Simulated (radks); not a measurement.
Neutral indium inside a hard spherical wall (all orbitals vanish at R), configuration held at [Kr] 4d10 5s2 5p1 and not refilled when levels cross. All-electron calculation, scalar-relativistic Kohn-Sham, LDA (Slater exchange, Perdew-Wang correlation), spin-polarised, spherical densities, finite nucleus; open shells are filled with parallel spins first (spin-orbit coupling, left out, can overturn this in heavy ions); Fermi nuclear charge, rms radius 4.6156 fm. Program: a radial shooting solver on a logarithmic mesh with Libxc functionals. Eigenvalues in eV for spin up, with the zero of energy where the potential of the charges vanishes at infinity; a dash marks a level that is unbound or too diffuse for the functional's potential to be trusted. A positive occupied level is held by the wall or, in an anion where self-interaction has pushed it up, behind a barrier. The pressure on the wall is -dE/dV.

R (bohr)	E (hartree)	kinetic (hartree)	e(4p)	e(4d)	e(5s)	e(5p)	e(6s, empty)	e(5d, empty)	pressure (GPa)
free	-5876.31045	6122.960	-78.016	-18.708	-8.666	-2.900	-0.391	-	0
20	-5876.31045	6122.960	-78.016	-18.708	-8.666	-2.900	-0.369	0.611	< 0.0001
15	-5876.31044	6122.960	-78.014	-18.706	-8.664	-2.899	-0.256	0.889	< 0.0001
12	-5876.31030	6122.961	-77.996	-18.688	-8.650	-2.883	0.061	1.293	0.00230
10	-5876.30949	6122.967	-77.928	-18.621	-8.598	-2.820	0.707	1.877	0.0204
8	-5876.30439	6122.999	-77.667	-18.366	-8.403	-2.544	2.549	3.183	0.209
7	-5876.29451	6123.053	-77.328	-18.035	-8.143	-2.142	4.678	4.497	0.755
6	-5876.26602	6123.198	-76.638	-17.367	-7.571	-1.243	8.790	6.838	3.07
5	-5876.17580	6123.611	-75.194	-15.983	-6.172	0.895	17.369	11.442	14.6
3	-5874.30556	6130.918	-62.921	-4.250	12.306	25.467	94.395	50.568	857
1.5	-5826.20454	6289.284	39.900	110.93	286.85	325.55	743.80	380.67	149000
